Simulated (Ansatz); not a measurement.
`[GeH3][S]S[AsH2]`, charge 0, multiplicity 1.

Q: Give a relaxed structure at PBE0-D4/def2-TZVP (Ansatz 0.2.0). (An estimate is asked.)

A: The calculation gave: 
Cartesian coordinates in Å:
```
Ge 1.465 0.454 1.221
S -0.742 0.764 1.358
S -1.357 -0.863 0.255
As -1.306 -0.026 -1.837
H 1.860 0.483 -0.263
H 2.119 1.613 1.990
H 1.818 -0.902 1.846
H -1.051 -1.387 -2.475
H -2.806 -0.135 -2.095
```
This is one stationary point; other conformers may exist.
